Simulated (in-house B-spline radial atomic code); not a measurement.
A fraction x of an electron is removed from 3p in the potassium ion K⁺, starting from [Ne] 3s2 3p6 and keeping the highest spin. Computed with an all-electron radial atomic-structure program (B-spline basis): non-relativistic LC-wPBE, spin-polarised, spherical fractional occupations, point nucleus.

Caution: exact exchange at fractional occupations of open shells leaves self-interaction of up to several eV.

| x | E(x) - E(0) (eV) | 3p down level (eV) |
| --- | --- | --- |
| 0 | 0.0000 | -29.945 |
| 0.05 | 1.5098 | -30.447 |
| 0.19 | 5.8714 | -31.865 |
| 0.3 | 9.4387 | -32.992 |
| 0.43 | 13.8152 | -34.340 |
| 0.5 | 16.2444 | -35.072 |
| 0.55 | 18.0112 | -35.597 |
| 0.67 | 22.3589 | -36.867 |
| 0.8 | 27.2420 | -38.257 |
| 0.94 | 32.7039 | -39.769 |
| 1 | 35.1097 | -40.422 |

The exact functional would give a straight line between the two integer points. Deviations E(x) - E(0) - x[E(1) - E(0)], in eV: -0.246 at x = 0.05, -0.799 at x = 0.19, -1.094 at x = 0.3, -1.282 at x = 0.43, -1.31 at x = 0.5, -1.299 at x = 0.55, -1.165 at x = 0.67, -0.846 at x = 0.8, -0.299 at x = 0.94.

The curve lies below the straight line by up to 1.31 eV (at x = 0.5): convex, the delocalisation error, to which spherically averaged exact exchange adds.

Question: How well does Slater's transition state (minus the level at half occupation) give the ionisation energy?

Answer: It gives 35.072 eV against 35.110 eV from the two total energies; NIST lists 31.62 eV, ground level to ground level. The end point has an open shell averaged over its orbitals, so its exact exchange keeps a self-interaction and this is no true integer point.
